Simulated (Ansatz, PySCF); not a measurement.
silylarsine (AsH5Si), SMILES [AsH2][SiH3]. Atoms are numbered in the order given.

```xyz
7

Si    -1.5758     0.0052     0.0000
As     0.7887    -0.0497     0.0000
H     -2.0561    -0.7139     1.2086
H     -2.0561    -0.7139    -1.2086
H     -2.1350     1.3815     0.0000
H      0.8697     1.0027     1.0974
H      0.8697     1.0027    -1.0974
```
Charge 0, spin multiplicity 1.

Coordinates come from a PBE0-D3(BJ)/def2-TZVP optimisation.

Two levels are set side by side: PBE-D3(BJ)/def2-TZVP (Ansatz, a quantum-chemistry and plane-wave program) and PBE0-D3(BJ)/def2-TZVP (Ansatz). Each level has its own optimised geometry; the coordinates shown are those of the second. Frequencies come from the Hessian of PySCF at each geometry. Differences are taken from unrounded values.

```json
[
 {"quantity": "mean bond length (Å)", "PBE0-D3(BJ)": "1.645", "PBE-D3(BJ)": "1.657", "PBE-D3(BJ) minus PBE0-D3(BJ)": "0.012"},
 {"quantity": "bond Si1–As2 (Å)", "PBE0-D3(BJ)": "2.365", "PBE-D3(BJ)": "2.384", "PBE-D3(BJ) minus PBE0-D3(BJ)": "0.019"},
 {"quantity": "bond Si1–H3 (Å)", "PBE0-D3(BJ)": "1.486", "PBE-D3(BJ)": "1.495", "PBE-D3(BJ) minus PBE0-D3(BJ)": "0.009"},
 {"quantity": "bond Si1–H4 (Å)", "PBE0-D3(BJ)": "1.486", "PBE-D3(BJ)": "1.495", "PBE-D3(BJ) minus PBE0-D3(BJ)": "0.009"},
 {"quantity": "bond Si1–H5 (Å)", "PBE0-D3(BJ)": "1.486", "PBE-D3(BJ)": "1.495", "PBE-D3(BJ) minus PBE0-D3(BJ)": "0.009"},
 {"quantity": "bond As2–H6 (Å)", "PBE0-D3(BJ)": "1.523", "PBE-D3(BJ)": "1.537", "PBE-D3(BJ) minus PBE0-D3(BJ)": "0.014"},
 {"quantity": "bond As2–H7 (Å)", "PBE0-D3(BJ)": "1.523", "PBE-D3(BJ)": "1.537", "PBE-D3(BJ) minus PBE0-D3(BJ)": "0.014"},
 {"quantity": "highest harmonic wavenumber (cm⁻¹)", "PBE0-D3(BJ)": "2235", "PBE-D3(BJ)": "2173", "PBE-D3(BJ) minus PBE0-D3(BJ)": "-63"},
 {"quantity": "mean harmonic wavenumber (cm⁻¹)", "PBE0-D3(BJ)": "1177", "PBE-D3(BJ)": "1138", "PBE-D3(BJ) minus PBE0-D3(BJ)": "-40"},
 {"quantity": "zero-point energy (kcal/mol)", "PBE0-D3(BJ)": "25.25", "PBE-D3(BJ)": "24.39", "PBE-D3(BJ) minus PBE0-D3(BJ)": "-0.85"}
]
```

GGA bonds tend to be longer and softer than those of functionals with exact exchange. Differences between two approximate levels are no errors against the true value.
